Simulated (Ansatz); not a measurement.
The cluster LiAg₆⁺. Total charge 1; singlet. Geometry r2SCAN-D4/def2-SVP, basis def2-TZVP, Ansatz.

Cartesian coordinates in Å:
```
Li -1.1514 0.5130 0.8841
Ag 0.7899 1.3478 -0.7335
Ag 1.9268 1.5728 1.6651
Ag 1.1151 -0.8725 0.9854
Ag -0.7134 -2.7999 0.7779
Ag -0.6495 -1.0363 -1.2178
Ag -1.3175 1.2751 -2.3613
```

```json
{"run": "A", "HOMO (eV)": "-9.88", "LUMO (eV)": "-5.26"}
{"run": "B", "HOMO (eV)": "-9.54", "LUMO (eV)": "-5.94"}
{"run": "C", "HOMO (eV)": "-9.55", "LUMO (eV)": "-5.81"}
{"run": "D", "HOMO (eV)": "-9.10", "LUMO (eV)": "-6.49"}
```

In the def2 sets Ag takes a core potential; there is no spin–orbit coupling. Another isomer (singlet) lies 0.13 eV lower at PBE0-D4/def2-TZVP; other spin states weren't run for this one.

Q: The runs used BHLYP, PBE0, r2SCAN, r2SCAN0. Estimate which is which.

A: A BHLYP (50 % exact exchange); B PBE0 (25 % exact exchange); C r2SCAN0 (25 % exact exchange); D r2SCAN (0 % exact exchange). Exact exchange lowers occupied and raises empty levels; among semilocal functionals meta-GGAs tend to open the gap a little, and such runs are hard to tell apart. The gap grows from 2.60 eV (r2SCAN) to 4.62 eV (BHLYP).
